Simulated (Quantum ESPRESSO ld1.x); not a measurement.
The numbers below are computed, except where a source is named.
Bi IV, configuration [Xe] 4f14 5d9.5 6s2 6p0.5 (fractional occupations, a model configuration). Code: ld1.x of Quantum ESPRESSO 7.5. Model: scalar-relativistic Kohn-Sham, LDA (Slater exchange, Perdew-Wang correlation), spin-polarised, spherical densities, point nucleus; open shells are filled with parallel spins first.

Radial electron density D(r) = 4 pi r^2 rho(r):

| r (bohr) | D(r) (e/bohr) | spin D(r) |
|---|---|---|
| 0.0007039 | 7.931 | -0.0000107 |
| 0.0009464 | 12.19 | -0.0000161 |
| 0.001283 | 18.68 | -0.0000238 |
| 0.001724 | 27.77 | -0.0000331 |
| 0.002337 | 40.60 | -0.0000427 |
| 0.003142 | 56.76 | -0.0000452 |
| 0.004258 | 76.30 | -0.0000223 |
| 0.005725 | 95.63 | 0.0000672 |
| 0.007759 | 111.0 | 0.000322 |
| 0.01043 | 116.5 | 0.000898 |
| 0.01414 | 111.0 | 0.00210 |
| 0.01901 | 103.4 | 0.00418 |
| 0.02576 | 109.9 | 0.00742 |
| 0.03464 | 136.1 | 0.0118 |
| 0.04694 | 157.7 | 0.0196 |
| 0.06311 | 144.4 | 0.0363 |
| 0.08553 | 123.7 | 0.0638 |
| 0.115 | 140.4 | 0.0686 |
| 0.1559 | 140.7 | 0.0168 |
| 0.2095 | 94.84 | 0.0142 |
| 0.284 | 90.63 | 0.138 |
| 0.3818 | 96.63 | 0.110 |
| 0.5175 | 55.57 | 0.00448 |
| 0.6957 | 30.40 | 0.271 |
| 0.9429 | 23.45 | 0.541 |
| 1.268 | 13.41 | 0.458 |
| 1.718 | 5.552 | 0.381 |
| 2.31 | 1.952 | 0.320 |
| 3.13 | 0.4253 | 0.142 |
| 4.209 | 0.04482 | 0.0248 |
| 5.704 | 0.001521 | 0.00119 |

D(r) has 4 maxima, at r = 0.0103, 0.0489, 0.136, 0.347 bohr, and minima at 0.0203, 0.0869, 0.246 bohr, inside which lie 1.87, 10.98, 30.07 electrons.
